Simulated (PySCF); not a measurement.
Spinor energies of In⁺ (indium, charge +1)

Start: [Kr] 4d10 5s1 5p1; 5s1/2 filled at m_j = +1/2; 5p3/2 filled at m_j = +3/2. Calculated with PySCF 2.14 in x2c-SVPall-2c with one added diffuse shell each of s, p type (7s9p4d, 54 functions): generalised Hartree-Fock with the X2C-1e Hamiltonian and a Gaussian nucleus; one run each with spin-orbit coupling (SO) switched off, then screened by Boettger's factors. This is a chosen level, not necessarily the ground level.

| spinor shell | electrons | ε, spin-free (eV) | ε, screened SO (eV) | weight of nominal j (screened SO) | rms radius, screened SO (bohr) |
| --- | --- | --- | --- | --- | --- |
| 1s1/2 | 2 | -28086.9 | -28084.7 | 1.000 | 0.0341 |
| 2s1/2 | 2 | -4303.3 | -4302.8 | 1.000 | 0.139 |
| 2p1/2 | 2 | -3857.6 | -4004.0 | 1.000 | 0.120 |
| 2p3/2 | 4 | -3857.6 | -3790.6 | 1.000 | 0.125 |
| 3s1/2 | 2 | -863.25 | -863.16 | 1.000 | 0.371 |
| 3p1/2 | 2 | -713.41 | -740.74 | 1.000 | 0.365 |
| 3p3/2 | 4 | -713.41 | -700.92 | 1.000 | 0.376 |
| 3d3/2 | 4 | -481.17 | -485.89 | 1.000 | 0.351 |
| 3d5/2 | 6 | -481.17 | -478.00 | 1.000 | 0.353 |
| 4s1/2 | 2 | -153.69 | -153.75 | 1.000 | 0.908 |
| 4p1/2 | 2 | -106.73 | -111.51 | 1.000 | 0.972 |
| 4p3/2 | 4 | -106.73 | -104.65 | 1.000 | 0.998 |
| 4d3/2 | 4 | -36.706 | -37.327 | 0.950 | 1.27 |
| 4d5/2 | 6 | -36.706 | -36.418 | 0.967 | 1.27 |
| 5s1/2 | 1 | -20.229 | -20.258 | 0.999 | 2.70 |
| 5p3/2 | 1 | -12.961 | -12.815 | 1.000 | 3.48 |

| quantity | spin-free | screened SO |
| --- | --- | --- |
| E (hartree) | -5876.67736 | -5877.92334 |
| M_J | 2 | 2 |
| ⟨J²⟩ | 6.007 | 6.007 |
| ⟨L²⟩ | 2.005 | 2.019 |
| ⟨S²⟩ | 2.002 | 2.016 |

Each row is a mean over spinors that exchange with the open shell spreads, by up to 0.505 eV (4d5/2).

Breit and QED terms are absent; they matter most for the inner s and p1/2 levels.

Densities and radii are taken from the X2C orbitals without a picture-change correction, which distorts them close to the nucleus.

Without spin-orbit coupling the j labels of p, d and f shells carry no meaning; the spin-free column gives the mean over the occupied spinors of each nl shell.
